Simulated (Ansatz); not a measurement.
Cl₂In, charge +1, singlet, at a GFN2-xTB geometry (such geometries of metal compounds can be far from the true shape) (core potentials on In), atoms displaced at random by about 0.02 Å a coordinate. Base run: PBE0/def2-SV(P) (Ansatz, a first-principles code).

Here is a job for Ansatz.
Ansatz 0.2 input:
```yaml
crystal:
  periodic: [false, false, false]
  atoms:
    - {symbol: In, position_ang: [0.01161064, 0.00961668, 0.01504719]}
    - {symbol: Cl, position_ang: [0.00592205, 0.01341066, 2.30644866]}
    - {symbol: Cl, position_ang: [-0.00134892, -0.02685037, -2.29524164]}
basis:
  gaussian:
    orbitals: def2-SV_P_.json
hamiltonian:
  xc: pbe0
total_charge: 1
relax: {}
```
The basis file holds def2-SV(P) in the JSON format of the Basis Set Exchange.

Variants of this job, named by their change:

| change | ΔE vs base (µEh) | optimiser steps |
|---|---|---|
| base | 0.0 | 3 |
| relax = f_tol: 0.1 | 0.0 | 3 |
| relax = escape_saddle: false | 0.0 | 3 |
| relax = max_displacement: 0.02 | -0.4 | 5 |
| relax = max_displacement: 0.5 | 0.0 | 3 |
| relax = f_tol: 0.002 | -1.0 | 4 |
| relax = f_tol: 0.05 | 0.0 | 3 |
